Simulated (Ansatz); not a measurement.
Mulliken charges of `[Br][InH][Br]` from PBE/def2-TZVPP in Ansatz (PBE0-D4/def2-TZVP geometry).

```json
{"atom": "Br1", "x (Å)": "-1.782", "y (Å)": "0.918", "z (Å)": "-1.149", "charge (e)": "-0.318"}
{"atom": "In2", "x (Å)": "0.151", "y (Å)": "0.134", "z (Å)": "0.144", "charge (e)": "0.705"}
{"atom": "Br3", "x (Å)": "0.612", "y (Å)": "-2.256", "z (Å)": "-0.165", "charge (e)": "-0.318"}
{"atom": "H4", "x (Å)": "1.075", "y (Å)": "1.144", "z (Å)": "1.149", "charge (e)": "-0.069"}
```

By hand: the dipole of these point charges (1 e Å = 4.8032 D).

Σ q r = (0.404, 0.441, 0.440) e Å, of length 0.742 e Å = 3.56 D.

How does the dipole of the full density compare? (Best estimate.)

Computed: (0.229, 0.250, 0.249) e Å, 2.02 D; the point charges give 1.76 times that, at 0° from its direction.

Point charges leave out the atoms' own dipoles, such as those of lone pairs, and Mulliken's split depends on the basis, so the two needn't agree.
